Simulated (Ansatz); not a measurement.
```yaml
crystal:
  periodic: [false, false, false]
  atoms:
    - {symbol: B, position_ang: [-0.251503, 1.051361, -1.770046]}
    - {symbol: C, position_ang: [-0.326969, 1.999123, 0.992734]}
    - {symbol: C, position_ang: [0.870018, -0.730695, 1.068578]}
    - {symbol: C, position_ang: [-0.776283, -1.764313, -1.192384]}
    - {symbol: H, position_ang: [1.098692, 1.839342, -3.404837]}
    - {symbol: H, position_ang: [-2.116282, 1.907721, 2.003324]}
    - {symbol: H, position_ang: [0.814282, 3.591302, 1.612664]}
    - {symbol: H, position_ang: [0.538151, -1.720502, 2.841474]}
    - {symbol: H, position_ang: [2.892986, -0.745422, 0.677958]}
    - {symbol: H, position_ang: [-0.003970, -3.262839, -2.367020]}
    - {symbol: H, position_ang: [-2.615342, -2.272799, -0.423893]}
basis:
  gaussian: {orbitals: cc-pVTZ-DK}
hamiltonian: {xc: {name: HF}}
correlation: {method: rpa}
```

```sh
$ ansatz run in.yaml --threads 2 --pin off --events-out ev --progress --plain --max-ram 4352MiB
```

It prints (some lines left out):

```
Functional definition: HF
1181 factors; integrals over basis functions are off by at most 9.8e-4 eV
mean field evaluation 1: about -3824.4624 eV, gradient 3.8e1 eV
mean field evaluation 2: about -3824.4647 eV, gradient 3.8e1 eV
mean field evaluation 4: about -3832.6038 eV, gradient 5.4e0 eV
mean field evaluation 8: about -3832.8327 eV, gradient 6.0e-1 eV
mean field evaluation 16: about -3832.8425 eV, gradient 1.7e-6 eV
mean field -3832.84252317 eV, -140.8543647326 hartree, gradient 1.7e-6 eV, S^2 0.000000; 2 other end points of the search recorded, 0 dependent functions left out; unrestricted orbitals would lower it
unrestricted determinant -3841.82823189 eV, -141.1845834374 hartree, S^2 5.7930
4 core orbitals not correlated: weight in the atoms' cores, before any rotation towards them, 1.000 or more for the frozen orbitals, at most 0.000 for the correlated occupied ones
reference -3832.84252317 eV, -140.8543647326 hartree; 11, 11 occupied and 203, 203 virtual orbitals, 1181 factors
Total energy: -3854.26798499 eV, -141.6417359316 hartree
Relativity: scalar
```

In this input the coordinates are in bohr but typed as ångström. The calculation finished and met its thresholds. The result belongs to that input, not to the molecule as meant.
